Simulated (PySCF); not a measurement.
Working out the ionisation energy of Br

Br [Ar] 3d10 4s2 4p5 (2P) → Br⁺ [Ar] 3d10 4s2 4p4 (3P). Calculation: PySCF 2.14, in aug-cc-pwCVDZ-PP with ECP10MDF; scalar relativity through the core potential. Frozen: nothing. Energies in hartree (1 hartree = 27.21139 eV):

| part | Br (lower) | Br⁺ (upper) |
| --- | --- | --- |
| UHF | -415.475292 | -415.080580 |
| CCSD correlation | -0.507852 | -0.483633 |
| (T) | -0.008024 | -0.006981 |

What does Hartree-Fock give?

(-415.080580) − (-415.475292) = 0.394712 hartree = 10.741 eV.

What do CCSD and CCSD(T) give?

The CCSD correlation energies differ by 0.024219 hartree = 0.659 eV and the triples by 0.001043 hartree = 0.028 eV, so CCSD gives 11.400 eV and CCSD(T) 11.428 eV.

Measured between the centres of the two terms (NIST): 11.844 eV, so CCSD(T) (valence and next inner shell) is off by -0.416 eV.

A double-zeta basis recovers only part of the correlation energy.

What remains against the reference includes basis incompleteness and higher excitations.
